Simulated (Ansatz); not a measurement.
Complex (SMILES): F (HF) with F (HF), atoms 1 to 2 the first; geometry from B3LYP-D3(BJ)/def2-TZVP, monomers rigid:
```xyz
4

F     -0.1109     0.0578    -0.7031
H      0.2570     0.2171     0.1337
F      1.2812     1.5025    -2.5344
H      0.7179     0.9578    -2.0301
```

Basis-set convergence of the counterpoise-corrected interaction energy at CCSD(T) with Ansatz (a quantum-chemistry and plane-wave program). All functions are spherical. Cores are frozen. No added dispersion term, no relativity. Functions are those of the species that has most. Reference: Hartree-Fock in aug-cc-pVQZ plus the correlation part extrapolated as X^-3 from aug-cc-pVTZ and aug-cc-pVQZ, -4.70 kcal/mol, itself unsure by roughly 0.06 kcal/mol (a third of the extrapolation step and of the last Hartree-Fock step). Deviations are taken from unrounded values. Cost is core time over that of aug-cc-pVDZ, rough, on shared machines of one kind; a dash marks a row that isn't timed (too short, read off another run, short of memory, by another algorithm or on other hardware).

| basis | functions | counterpoise-corrected interaction energy (kcal/mol) | minus reference (kcal/mol) | cost |
|---|---|---|---|---|
| 6-31G | 22 | -4.92 | -0.22 | - |
| def2-SV(P) | 32 | -4.40 | 0.30 | - |
| cc-pVDZ | 38 | -3.87 | 0.83 | 0.5× |
| def2-SVP | 38 | -4.11 | 0.59 | - |
| aug-cc-pVDZ | 64 | -4.00 | 0.70 | 1× |
| aug-pcseg-1 | 64 | -3.93 | 0.77 | 1× |
| 6-311++G(2d,2p) | 74 | -3.91 | 0.79 | 1× |
| def2-TZVP | 74 | -4.11 | 0.59 | 1× |
| cc-pVTZ | 88 | -4.17 | 0.53 | 2× |
| def2-TZVPP | 90 | -4.12 | 0.58 | 2× |
| def2-TZVPD | 98 | -4.07 | 0.63 | 2× |
| pcseg-3 | 186 | -4.49 | 0.21 | 20× |
| cc-pV5Z | 292 | -4.58 | 0.12 | 50× |
